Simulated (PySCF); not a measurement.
## Correlation energy of In (indium, neutral)

[Kr] 4d10 5s1 5p2, 5s spin antiparallel (an excited configuration). Calculation: PySCF 2.14, in aug-cc-pVQZ-DK3 (9s8p6d3f2g, 102 functions); scalar relativity by spin-free X2C-1e. Frozen: [Kr] 4d10; 3 electrons correlated.

MP2 pair energies summed by pair of shells (mhartree):

| pair | energy | share (%) |
| --- | --- | --- |
| 5s-5p | -38.36 | 89.8 |
| 5p-5p | -4.37 | 10.2 |

Total MP2 correlation energy: -42.74 mhartree.

Same-spin part -4.37 and opposite-spin part -38.36 mhartree; SCS-MP2 scales them by 1/3 and 6/5 to -47.49 mhartree.
